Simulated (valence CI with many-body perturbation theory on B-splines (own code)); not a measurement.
# Rb16+: calculated level list

Method: configuration interaction combined with many-body perturbation theory (CI+MBPT): three valence electrons over a frozen Dirac-Fock core [Ar], a basis of 9 s, 9 p, 10 d, 8 f, 5 g, 3 h, 1 i functions for each j, with the one-electron correlation potential Σ1 (screened to all orders), the two-electron term Σ2, the three-electron term Σ3, Breit, model QED; selected single and double excitations, second order for the rest (own B-spline code, finite nucleus).

No measured levels were compared; by estimate terms of the open shell hold to 2 to 4 % of their energy, and close levels can change places. Core correlation moves these levels by up to 5200 cm⁻¹, and in measured spectra 5 to 20 % of such shifts remained as error; rates that hang on mixing are uncertain with them. Only levels of the ground parity were solved; by the run's estimate the other parity begins above the list, which can be wrong where configurations are misplaced.

Levels 1 to 19 of 19, with energies above the lowest level, 3d³ ⁴F_3/2. "Leading %" is the weight of the configuration and term that name the level; weights of strongly mixed levels are sums over their largest components and can fall short. In the jj column 3d3/2^4 stands for four electrons in 3d with j = 3/2. Lifetimes count E1, E2, E3, M1 and M2 decay at the calculated energies, and are blank where another channel may lead or the interval is too uncertain; long ones can be off by a factor of two.

| No. | Configuration | Term | J | E (eV) | Leading % | g | Leading jj | Lifetime |
| --- | --- | --- | --- | --- | --- | --- | --- | --- |
| 1 | 3d³ | ⁴F | 3/2 | 0.000 | 96 | 0.416 | 3d3/2^3 (52 %) |  |
| 2 | 3d³ | ⁴F | 5/2 | 0.886 | 98 | 1.029 | 3d3/2^2 3d5/2 (84 %) | 65.6 ms |
| 3 | 3d³ | ⁴F | 7/2 | 1.855 | 98 | 1.229 | 3d3/2 3d5/2^2 (67 %) | 50.1 ms |
| 4 | 3d³ | ⁴F | 9/2 | 2.805 | 92 | 1.315 | 3d3/2 3d5/2^2 (51 %) | 86.2 ms |
| 5 | 3d³ | ⁴P | 3/2 | 5.622 | 67 | 1.548 | 3d3/2^2 3d5/2 (66 %) | 17.5 ms |
| 6 | 3d³ | ⁴P | 1/2 | 5.867 | 87 | 2.400 | 3d3/2^2 3d5/2 (86 %) | 235 ms |
| 7 | 3d³ | ²G | 7/2 | 6.787 | 97 | 0.897 | 3d3/2 3d5/2^2 (53 %) | 6.07 ms |
| 8 | 3d³ | ²G | 9/2 | 7.192 | 57 | 1.048 | 3d3/2^2 3d5/2 (71 %) | 5.77 ms |
| 9 | 3d³ | ⁴P | 5/2 | 7.215 | 96 | 1.583 | 3d3/2 3d5/2^2 (65 %) | 28.3 ms |
| 10 | 3d³ | ²D | 3/2 | 8.366 | 54 | 1.130 | 3d3/2 3d5/2^2 (83 %) | 2.28 ms |
| 11 | 3d³ | ²P | 1/2 | 8.905 | 87 | 0.932 | 3d3/2 3d5/2^2 (86 %) | 6.95 ms |
| 12 | 3d³ | ²H | 11/2 | 9.739 | 100 | 1.089 | 3d3/2 3d5/2^2 (100 %) | 21.1 ms |
| 13 | 3d³ | ²H | 9/2 | 9.909 | 62 | 0.986 | 3d5/2^3 (51 %) | 4.86 ms |
| 14 | 3d³ | ²D | 5/2 | 10.171 | 95 | 1.207 | 3d3/2 3d5/2^2 (58 %) | 3.07 ms |
| 15 | 3d³ | ²P | 3/2 | 11.148 | 59 | 1.164 | 3d5/2^3 (86 %) | 2.54 ms |
| 16 | 3d³ | ²F | 7/2 | 14.132 | 99 | 1.139 | 3d3/2 3d5/2^2 (79 %) | 5.44 ms |
| 17 | 3d³ | ²F | 5/2 | 14.395 | 96 | 0.868 | 3d3/2 3d5/2^2 (49 %) | 7.45 ms |
| 18 | 3d³ | ²D | 5/2 | 21.590 | 96 | 1.190 | 3d5/2^3 (45 %) | 975 μs |
| 19 | 3d³ | ²D | 3/2 | 21.837 | 100 | 0.798 | 3d3/2 3d5/2^2 (87 %) |  |

Names give the largest LS component (configuration and term), which can be under half, so a name can repeat, a term be missing and a line seem to break the LS rules; names also repeat where a configuration has a term twice.

The ionisation energy to 3d² ³F2 of the next ion comes out as 601.6 eV (NIST: 601 ± 3 eV (theoretical)). All 19 levels together are meant to be complete up to 22.708 eV.
